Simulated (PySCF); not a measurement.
Si(F)(I)2(OH) (FHI2OSi), SMILES O[Si](F)(I)I.

The structure is a stationary point at PBE0-D3(BJ)/def2-SVP. This is a generated structure with no PubChem entry under its InChIKey; it may be hypothetical. The def2 effective core potentials stand for the cores of I; spin–orbit coupling is left out. The values are those of a single conformer.

Computed with HF/def2-TZVP (PySCF).

- total energy = -1057.43734 hartree
- highest occupied level = -10.35 eV
- lowest empty level = 1.96 eV
- orbital gap = 12.31 eV
- dipole moment = 1.56 D
- quadrupole, principal values (traceless, Buckingham form, about the centre of nuclear charge) = -7.96, -2.77, 10.73 D·Å
- mean static polarisability = 81.3 bohr³ (12.04 Å³)
- polarisability, principal values = 62.8, 74.0, 107.1 bohr³
